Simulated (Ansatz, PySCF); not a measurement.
Breaking the Zn1–H2 bond in HIZn (SMILES [ZnH][I]) (multiplicity 1 held, fragments rigid). Energies count from the point at 1.531 Å.
Geometry at that point (charge 0, multiplicity 1):
```xyz
3

Zn     0.00000     0.00000    -1.52518
H      0.00000     0.00000    -3.05595
I      0.00000     0.00000     0.92097
```

U- levels take the lowest unrestricted solution at each point, which mixes spins at long bonds. Active spaces are followed from a long bond inwards. Left out are points that failed, MP2 points in a non-variational dive below the minimum, coupled-cluster points behind a sign of a changed root (a jump of the amplitudes, or a one-step jump against full CI or MRCI), small-basis points behind a change of solution, and semi-empirical points at long bonds. Levels need not reach the same state.

Correlated levels freeze the cores. Filled d and f shells under p-block atoms count as core. Rows in LANL2DZ carry no dispersion term and start afresh at each structure. LANL2DZ brings its own core potentials from Na on.

Run with Ansatz (Gaussian orbitals); PySCF for LANL2DZ rows. Values without a source in brackets are computed. In def2 rows elements past Kr take small-core potentials, without spin–orbit coupling.

Energies in kcal/mol.

```tsv
R (Å)	U-HF/def2-TZVPP	R-BP86/LANL2DZ	U-wB97X-V/def2-TZVPP	U-CCSD(T)/def2-TZVPP	FIC-MRCISD+Q on CASSCF(2,2)/def2-TZVPP
1.225	28.5	31.4	23.5	22.5	23.1
1.378	6.5	8.1	4.3	3.9	4.2
1.531	0.0	0.0	0.0	0.0	0.0
1.684	1.9	0.0	3.5	3.6	3.4
1.837	8.4	4.4	11.0	10.8	10.4
2.067	22.0	14.7	25.5	24.0	23.5
2.296	36.1	26.4	41.0	37.6	36.8
2.679	48.4	44.8	63.8	___	55.1
3.062	53.0	59.9	74.5	69.7	67.0
3.521	54.9	73.4	78.9	76.0	74.1
4.133	55.6	left out	80.2	___	77.2
4.898	55.7	left out	80.4	___	78.0
```

Task: Fill in the missing entries.

Result: 
- 4.898, U-CCSD(T)/def2-TZVPP: 77.9
- 4.133, U-CCSD(T)/def2-TZVPP: 77.6
- 2.679, U-CCSD(T)/def2-TZVPP: 56.9

Doubts at one or more of the structures used: a spin-contaminated determinant (U-HF/def2-TZVPP, U-wB97X-V/def2-TZVPP, U-CCSD(T)/def2-TZVPP); a restricted determinant that unrestricted orbitals would lower (R-BP86/LANL2DZ); T1 above 0.05 (U-CCSD(T)/def2-TZVPP).

Ansatz is a quantum-chemistry and plane-wave program.
